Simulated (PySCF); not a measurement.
**Cu: excitation energy**

Cu [Ar] 3d10 4s1 (2S) → Cu [Ar] 3d9 4s2 (2D), as a difference of total energies. All numbers are calculated (PySCF 2.14, a scalar-relativistic core potential, in aug-cc-pVTZ-PP with one added diffuse shell each of s, p, d, f, g type with ECP10MDF (7s7p6d4f3g, 113 functions)). Correlated levels: valence: 3s2 3p6 frozen. The calculations carry no spin-orbit coupling.

| method | excitation energy (eV) |
| --- | --- |
| UHF | -0.261 |
| PBE | 1.656 |
| PBE0 | 1.268 |
| r2SCAN | 1.199 |
| wB97X | 1.161 |
| LC-wPBE | 1.766 |
| wB97M-V | 0.991 |
| MP2 (valence) | 2.251 |

Task: Estimate what SCS-MP2 (valence) gives.

Result: 1.759 eV, closest to LC-wPBE among the rows shown.

Task: Estimate what LDA gives.

Result: 2.001 eV, closest to LC-wPBE among the rows shown.

Errors of the correlated levels include the incompleteness of this basis and the frozen core.

For comparison: 1.490 eV (measured; NIST levels, between the centres of gravity of the two terms).
